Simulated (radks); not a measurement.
The numbers below are computed, except where a source is named.
Polarisability of the lead ion Pb+, [Hg] 6p1, at imaginary frequency. Level of theory: scalar-relativistic Kohn-Sham, LDA (Slater exchange, VWN5 correlation), spin-polarised, spherical densities, finite nucleus; open shells are filled with parallel spins first (spin-orbit coupling, left out, can overturn this in heavy ions); Fermi nuclear charge, rms radius 5.5012 fm (a radial shooting solver on a logarithmic mesh with Libxc functionals). Response by self-consistent Sternheimer equations with the Hartree and adiabatic LDA kernel, the relativistic mass of each level held fixed and spin-orbit coupling left out.

| w (hartree) | alpha1(iw) (bohr^3) |
|---|---|
| 0.00266 | 26.49 |
| 0.0143 | 26.45 |
| 0.0360 | 26.18 |
| 0.0697 | 25.37 |
| 0.118 | 23.61 |
| 0.186 | 20.68 |
| 0.280 | 16.84 |
| 0.413 | 12.77 |
| 0.605 | 9.137 |
| 0.892 | 6.232 |
| 1.35 | 4.030 |
| 2.12 | 2.371 |
| 3.59 | 1.171 |
| 6.94 | 0.4361 |
| 17.5 | 0.1041 |

Static values: alpha1 = 26.50 bohr^3 (3.926 angstrom^3; uncoupled 43.23). C6 = 225.9, triple-dipole C9 = 4027 atomic units. One-pole (London) frequency 4 C6 / (3 alpha1^2) = 0.429 hartree, against 0.383 for minus the highest occupied eigenvalue.
